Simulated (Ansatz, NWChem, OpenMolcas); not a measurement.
How basis sets differ on PbO (SMILES [O][Pb])

PbO: 2 atoms, total charge 0, spin state singlet. SMILES: `[O][Pb]`. The bond length is the measured one.

```jsonl
{"atom": "O", "x (Å)": "0.0000", "y (Å)": "0.0000", "z (Å)": "0.0000"}
{"atom": "Pb", "x (Å)": "0.0000", "y (Å)": "0.0000", "z (Å)": "1.9218"}
```

Quantity: the HOMO–LUMO gap, in eV. The values are calculated.

```csv
level,kind,program,value (eV),CPU time
HF/def2-SVP (core potential),Hartree–Fock,Ansatz,10.42,1.2 s
HF/ANO-R0 (sfX2C),Hartree–Fock,OpenMolcas,10.54,9.3 s
HF/ANO-RCC-MB (DKH2),Hartree–Fock,OpenMolcas,10.28,22 s
HF/def2-mTZVP,Hartree–Fock,Ansatz,10.23,0.58 s
HF/def2-TZVP (core potential),Hartree–Fock,NWChem,10.21,33 s
```

All-electron rows without a relativistic Hamiltonian named are non-relativistic, while core potentials hold scalar relativity, so basis and relativity change together. The values span 10.21 to 10.54 eV. A Hartree–Fock LUMO above zero doesn't converge with the basis: it sinks as sets grow more diffuse. Orbital gaps aren't excitation energies. Times are those of the runs behind each value, whatever else they computed, on shared processors of several kinds: orders of magnitude only.
